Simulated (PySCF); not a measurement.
C₄H₉NaO (SMILES CC(C)(C)[O][Na]), singlet, geometry from GFN2-xTB (such geometries of metal compounds can be far from the true shape); DF-HF/def2-SV(P) (PySCF).

Here is a job for PySCF.
```python
from pyscf import gto, scf

mol = gto.M(
    atom='''
Na    1.414170    1.644525    0.991220
O     0.006385    0.484381    0.826454
C    -0.342108   -0.363581   -0.180341
C     0.752610   -1.423459   -0.426438
C    -1.651286   -1.099211    0.190440
C    -0.576677    0.398836   -1.501876
H     0.464123   -2.116155   -1.212720
H     0.924299   -1.978177    0.492495
H     1.683673   -0.923666   -0.712627
H    -1.498791   -1.651429    1.112999
H    -1.953790   -1.783880   -0.597437
H    -2.435417   -0.366281    0.355935
H     0.346679    0.909268   -1.794818
H    -1.353274    1.144325   -1.350063
H    -0.879683   -0.274339   -2.299518
''',
    basis='def2-sv(p)',
    charge=0,
    spin=0,
    verbose=5,
)

mf = scf.RHF(mol)
mf = mf.density_fit(auxbasis='def2-universal-jkfit')
mf.kernel()
mf.analyze()
```

It wrote (shortened):

```
PySCF version 2.14.0

[INPUT] verbose = 5
[INPUT] max_memory = 4000
[INPUT] num. atoms = 15
[INPUT] num. electrons = 52
[INPUT] charge = 0
[INPUT] spin (= nelec alpha-beta = 2S) = 0
[INPUT] symmetry False subgroup None
[INPUT] Mole.unit = angstrom
[INPUT] Symbol           X                Y                Z      unit          X                Y                Z       unit  Magmom
[...]
[INPUT] ---------------- BASIS SET ----------------
[INPUT] l, kappa, [nprim/nctr], expnt,             c_1 c_2 ...
[INPUT] O
[...]
                                340.87010191      -0.03989003923
                                77.363135167      -0.17853911985
                                21.47964494       -0.46427684959
                                6.6589433124      -0.44309745172
[...]
                                3.863550544       0.23094120765
                                1.0480920883      0.51375311064
[...]
[INPUT] Na
[...]
                                616.49374031      -0.043647161872
                                139.96644001      -0.19431465884
                                39.073441051      -0.48685065731
                                11.929847205      -0.41881705137
[...]
                                1.9838860978      -0.56359144041
                                0.64836323942     -0.51954009048
[...]
                                17.274818978      0.099738293184
                                5.1842347425      0.312095939659
                                1.6601211973      0.492956748074
                                0.51232528958     0.32420398318
[...]
[INPUT] C
[...]
                                186.29004992      0.040638409211
                                42.251176346      0.18025593888
                                11.676557932      0.46315121755
                                3.5930506482      0.44087173314
[...]
                                2.0103545142      0.21117025112
                                0.54771004707     0.51328172114
[...]
[INPUT] H
[...]
                                1.9622572         0.13796524
                                0.44453796        0.47831935
[...]
nuclear repulsion = 269.069933219976
number of shells = 55
number of NR pGTOs = 189
number of NR cGTOs = 103
basis = def2-sv(p)
ecp = {}

******** <class 'pyscf.df.df_jk.DFRHF'> ********
method = DFRHF
initial guess = minao
damping factor = 0
level_shift factor = 0
DIIS = <class 'pyscf.scf.diis.CDIIS'>
diis_start_cycle = 1
diis_space = 8
diis_damp = 0
SCF conv_tol = 1e-09
SCF conv_tol_grad = None
SCF max_cycles = 50
direct_scf = False
Set gradient conv threshold to 3.16228e-05
Initial guess from minao.
******** <class 'pyscf.df.df.DF'> ********
auxbasis = def2-universal-jkfit
num shells = 213, num cGTOs = 651
size of aux basis 651
int3c2e [1/1], AO [0:55], nrow = 5356
E1 = -1072.7294206649315  E2 = 409.7888370440783  Ecoul = 456.1431607150357  Exc = -46.3543236709574
init E= -393.870650400877
cond(S) = 4015.81965750685
[...]
  mo_energy =
[-40.47419135 -20.78308911 -11.31556828 -11.31398715 -11.31317018
 -11.30388213  -2.81005023  -1.75462758  -1.54284042  -1.52457317
  -1.52443977  -1.34054193  -1.18663645  -1.18619302  -0.81060802
  -0.61738301  -0.60607088  -0.60483538  -0.50450803  -0.50291218
  -0.47922913  -0.428134    -0.42785712  -0.42136604  -0.31496948
  -0.31334741  -0.04625885   0.08401626   0.08814385   0.10005528
   0.13646005   0.17243597   0.18112049   0.19744573   0.19919989
   0.199478     0.22231743   0.25953585   0.26110578   0.26973563
   0.27641204   0.31390998   0.32236475   0.34186935   0.38301253
   0.3857705    0.41843233   0.43016199   0.45813512   0.53400497
   0.54927618   0.63566822   0.66267446   0.68438196   0.73466654
   0.75411976   0.78212066   0.79248692   0.82431521   0.83856351
   0.85159806   0.87343442   0.88284534   0.88548803   0.89065265
   0.91925591   0.93194802   0.94430925   0.9490188    0.97248894
   1.00960111   1.10116214   1.24128814   1.28011058   1.30345441
   1.36752968   1.3787432    1.62667818   1.64223597   1.73827705
   1.93388268   2.03317585   2.04282427   2.06675763   2.08570364
   2.13967722   2.27860234   2.2793309    2.35066201   2.38842554
   2.39712567   2.40610172   2.42920822   2.58030413   2.58726414
   2.66621066   2.81673924   2.82236242   2.9358498    2.9409325
   3.27866092   3.28935655   3.69890519]
E1 = -1081.3204033605657  E2 = 419.22988525908323  Ecoul = 465.7485695153744  Exc = -46.51868425629118
cycle= 1 E= -393.020584881506  delta_E= 0.85  |g|=  0.8  |ddm|= 3.38
[...]
  mo_energy =
[-4.04175995e+01 -1.98823550e+01 -1.12852260e+01 -1.11903475e+01
 -1.11892540e+01 -1.11543384e+01 -2.75034057e+00 -1.47525475e+00
 -1.47489626e+00 -1.47202046e+00 -1.09640669e+00 -9.29127339e-01
 -9.08044628e-01 -8.89675695e-01 -6.69587057e-01 -5.77475943e-01
 -5.66360441e-01 -5.61328898e-01 -5.29404980e-01 -5.10647109e-01
 -4.81396699e-01 -4.33794778e-01 -4.32661914e-01 -3.26650680e-01
 -1.65634105e-01 -1.64694525e-01  6.79690428e-03  1.05602264e-01
  1.09917928e-01  1.40028620e-01  1.94876664e-01  2.35798597e-01
  2.58511419e-01  2.64876323e-01  2.77339779e-01  2.78813464e-01
  2.82010941e-01  3.19180731e-01  3.37132643e-01  3.49335342e-01
  3.65390757e-01  3.88945455e-01  3.98026449e-01  4.31038546e-01
  4.53285803e-01  4.57850538e-01  4.93803319e-01  4.97236094e-01
  5.60404627e-01  6.06979547e-01  6.37138358e-01  7.57152788e-01
  7.67346446e-01  8.00198347e-01  8.44894338e-01  8.56745914e-01
  8.89144923e-01  9.14098456e-01  9.41586650e-01  9.80417686e-01
  9.88267055e-01  9.91347476e-01  9.93565951e-01  1.01298145e+00
  1.02749111e+00  1.03665271e+00  1.05058008e+00  1.06008401e+00
  1.06257610e+00  1.07535635e+00  1.12187694e+00  1.20971939e+00
  1.37469325e+00  1.37700514e+00  1.68912001e+00  1.68956196e+00
  1.69492784e+00  1.81271580e+00  1.83226882e+00  2.04917086e+00
  2.06597604e+00  2.15743927e+00  2.16675822e+00  2.21568390e+00
  2.23098989e+00  2.30042378e+00  2.39432074e+00  2.40189125e+00
[...]
converged SCF energy = -393.17043435448
Total Energy =                        -393.170434354479994
[...]
10 H 1s         -0.00931  -0.00005   0.00403   0.00000  -0.00033
10 H 2s          0.01454  -0.00004   0.00774  -0.00001   0.00037
11 H 1s         -0.00266   0.00251   0.00863   0.00075   0.00362
11 H 2s          0.00971  -0.00459  -0.01036  -0.01345  -0.01009
12 H 1s         -0.00181   0.00538  -0.00630  -0.00290  -0.00171
12 H 2s         -0.00020  -0.00573   0.00771   0.00938   0.00484
13 H 1s         -0.00485   0.00852  -0.00182  -0.00254  -0.00248
13 H 2s          0.01608  -0.01172   0.00012  -0.00069   0.01644
14 H 1s         -0.00733   0.00322  -0.00162  -0.00015   0.00068
14 H 2s          0.00681   0.00791  -0.00499  -0.00020  -0.00180
               #101      #102      #103
0 Na 1s         -0.00002   0.00000   0.00006
0 Na 2s         -0.00059  -0.00000   0.00019
0 Na 3s          0.00048  -0.00000   0.00451
0 Na 4s         -0.00406  -0.00002  -0.00612
0 Na 2px        -0.00044  -0.00025   0.00020
0 Na 2py        -0.00033   0.00033  -0.00015
0 Na 2pz         0.00001  -0.00019  -0.00052
0 Na 3px        -0.00022  -0.00199  -0.02354
0 Na 3py        -0.00102   0.00271  -0.02116
0 Na 3pz        -0.00139  -0.00151  -0.00577
0 Na 3dxy        0.00257  -0.00523   0.01351
0 Na 3dyz       -0.00074   0.00596   0.00796
0 Na 3dz^2      -0.00292  -0.00318  -0.00675
0 Na 3dxz        0.00146   0.00278   0.00981
0 Na 3dx2-y2     0.00024   0.01178  -0.00226
1 O 1s          -0.00002  -0.00000  -0.00016
1 O 2s           0.00166   0.00001   0.01200
1 O 3s          -0.00598   0.00001   0.22269
1 O 2px         -0.00050   0.00119  -0.00285
1 O 2py          0.00243  -0.00155  -0.00946
1 O 2pz          0.00480   0.00094  -0.01259
1 O 3px          0.07048  -0.04616  -0.05708
1 O 3py          0.02461   0.06173  -0.12145
1 O 3pz         -0.04832  -0.03608  -0.13495
1 O 3dxy        -0.48378   0.13557   0.24144
1 O 3dyz         0.09546  -0.24029   0.70640
1 O 3dz^2        0.57740   0.47033   0.28718
1 O 3dxz        -0.40301   0.43771   0.28713
1 O 3dx2-y2     -0.01342   0.50117  -0.24691
2 C 1s          -0.00002   0.00000   0.00075
2 C 2s           0.00117   0.00000  -0.01626
2 C 3s           0.00036  -0.00004   0.01186
2 C 2px         -0.00802   0.00527  -0.00750
2 C 2py         -0.00269  -0.00702  -0.01696
2 C 2pz          0.00566   0.00411  -0.01945
2 C 3px         -0.04829   0.03274   0.00572
2 C 3py         -0.01881  -0.04377   0.01555
2 C 3pz          0.02977   0.02550   0.01944
2 C 3dxy        -0.27247   0.08318  -0.09588
2 C 3dyz         0.04679  -0.13846  -0.28122
2 C 3dz^2        0.29654   0.25388  -0.11331
2 C 3dxz        -0.17984   0.22294  -0.11655
2 C 3dx2-y2     -0.02497   0.23929   0.09937
3 C 1s           0.00000   0.00000   0.00001
3 C 2s          -0.00175   0.00309  -0.00214
3 C 3s          -0.00598   0.00989  -0.00529
3 C 2px          0.00271  -0.00497   0.00171
3 C 2py         -0.00006   0.00040   0.00008
3 C 2pz          0.00141  -0.00298   0.00121
3 C 3px          0.01041   0.00773  -0.00062
3 C 3py          0.00718   0.02310  -0.00043
3 C 3pz         -0.02503   0.00413  -0.00004
3 C 3dxy         0.07601  -0.07097   0.01641
3 C 3dyz         0.05121  -0.05875  -0.01545
3 C 3dz^2       -0.00470  -0.08807   0.00616
3 C 3dxz        -0.01905   0.01053   0.01065
3 C 3dx2-y2     -0.03469   0.08068   0.01177
4 C 1s           0.00002  -0.00000   0.00002
4 C 2s           0.00337  -0.00004  -0.00235
4 C 3s           0.01450  -0.00015  -0.00662
4 C 2px          0.00264  -0.00027  -0.00091
4 C 2py         -0.00126   0.00034   0.00068
4 C 2pz         -0.00541  -0.00012   0.00227
4 C 3px          0.01131  -0.01541   0.00159
4 C 3py          0.01753   0.02075   0.00164
4 C 3pz          0.01481  -0.01255   0.00073
4 C 3dxy         0.00191  -0.01989  -0.02664
4 C 3dyz        -0.07952   0.02931  -0.00386
4 C 3dz^2       -0.00535  -0.03945   0.01486
4 C 3dxz        -0.12778  -0.02232  -0.00384
4 C 3dx2-y2      0.07565  -0.01352  -0.00587
5 C 1s           0.00000  -0.00000   0.00001
5 C 2s          -0.00184  -0.00303  -0.00213
5 C 3s          -0.00622  -0.00970  -0.00529
5 C 2px          0.00049   0.00047   0.00025
5 C 2py          0.00315   0.00567   0.00208
5 C 2pz         -0.00040  -0.00064   0.00003
5 C 3px          0.02104  -0.01992  -0.00065
5 C 3py         -0.00824  -0.00681  -0.00047
5 C 3pz         -0.01634  -0.01305  -0.00001
5 C 3dxy         0.06045  -0.00464   0.00200
5 C 3dyz         0.06505   0.13928   0.00562
5 C 3dz^2        0.01261   0.03091  -0.02530
5 C 3dxz         0.02122   0.01165  -0.01046
5 C 3dx2-y2      0.04573   0.04169  -0.00301
6 H 1s          -0.00064   0.00100  -0.00035
6 H 2s           0.00338  -0.00535  -0.00286
7 H 1s           0.00096   0.00064   0.00043
7 H 2s          -0.00789   0.00413   0.00009
8 H 1s          -0.00092  -0.00032   0.00027
8 H 2s           0.00105   0.00734  -0.00153
9 H 1s          -0.00009   0.00108   0.00047
9 H 2s           0.00673  -0.00456   0.00248
10 H 1s          0.00108  -0.00001  -0.00012
10 H 2s         -0.00584   0.00008  -0.00356
11 H 1s         -0.00012  -0.00108   0.00048
11 H 2s          0.00686   0.00438   0.00244
12 H 1s         -0.00091   0.00034   0.00025
12 H 2s          0.00085  -0.00728  -0.00150
13 H 1s          0.00094  -0.00067   0.00041
13 H 2s         -0.00797  -0.00391   0.00001
14 H 1s         -0.00067  -0.00098  -0.00035
14 H 2s          0.00353   0.00526  -0.00286
 ** Mulliken pop on meta-lowdin orthogonal AOs  **
 ** Mulliken pop  **
 ** Mulliken atomic charges  **
charge of    0Na =      0.84132
charge of    1O =     -0.96497
charge of    2C =      0.32779
charge of    3C =     -0.22790
charge of    4C =     -0.22860
charge of    5C =     -0.22807
charge of    6H =      0.05615
charge of    7H =      0.06340
charge of    8H =      0.03548
charge of    9H =      0.06266
charge of   10H =      0.04568
charge of   11H =      0.06245
charge of   12H =      0.03500
charge of   13H =      0.06306
charge of   14H =      0.05655
Dipole moment(X, Y, Z, Debye):  5.55796,  4.75962,  0.95670
```
